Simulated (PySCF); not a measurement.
Method: PySCF 2.14.0 with PBE-D3(BJ)/def2-TZVP // PBE-D3(BJ)/def2-SVP. Gas-phase values, no solvent. One relaxed conformer stands for a flexible species; it need not be the lowest. 

Reference species: [Ti(F)4] (neutral, multiplicity 1).

| Quantity | Value |
|---|---|
| charge on the central atom (meta-Löwdin) | 1.54 e |
| coordination number | 4 |
| charge on the central atom (Mulliken) | 1.48 e |
| HOMO–LUMO gap | 6.33 eV |

After one change: the charge on the central atom (meta-Löwdin) drops by 0.11 e; the coordination number is nearly the same; the charge on the central atom (Mulliken) drops by 0.06 e; the HOMO–LUMO gap drops by 2.82 eV.

**Question.** Which change was made? The new species is one of these.
A) [Ti(F)3(NH2)]
B) [Ti(F)3(OH)]
C) [Ti(F)3(Cl)]
D) [Ti(F)3(Br)]

**Answer.** A, [Ti(F)3(NH2)]
